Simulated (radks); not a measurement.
Q: Cr18+, 6 electrons, occupied as [He] 2s2 2p2 (the NIST ground configuration). All-electron calculation, non-relativistic Kohn-Sham, LB94 model potential, spin-polarised, spherical densities, point nucleus; open shells are filled with parallel spins first. Program: a radial shooting solver on a logarithmic mesh with Libxc functionals. Some entries of the table are withheld. Estimate them.

| orbital | occ. | eigenvalue (eV) | <1/r> (bohr^-1) | <r> (bohr) |
|---|---|---|---|---|
| 1s down | 1 | -6848.465 | 23.62 | 0.06374 |
| 1s up | 1 | -6843.132 | 23.61 | 0.06379 |
| 2s up | 1 | (1) | 5.402 | 0.2742 |
| 2s down | 1 | (2) | 5.370 | 0.2756 |
| 2p up | 2 | -1376.979 | 5.377 | 0.2351 |
| 2p down | 0 | -1357.212 | 5.379 | 0.2356 |
| 3s up | 0 | -602.2261 | 2.294 | 0.6449 |
| 3s down | 0 | -596.4073 | 2.279 | 0.6493 |
| 3p up | 0 | -582.7706 | (3) | 0.6141 |
| 3p down | 0 | -577.5420 | (4) | 0.6180 |

A: 
(1) 2s up eigenvalue (eV): -1441.844
(2) 2s down eigenvalue (eV): -1420.608
(3) 3p up <1/r> (bohr^-1): 2.273
(4) 3p down <1/r> (bohr^-1): 2.263
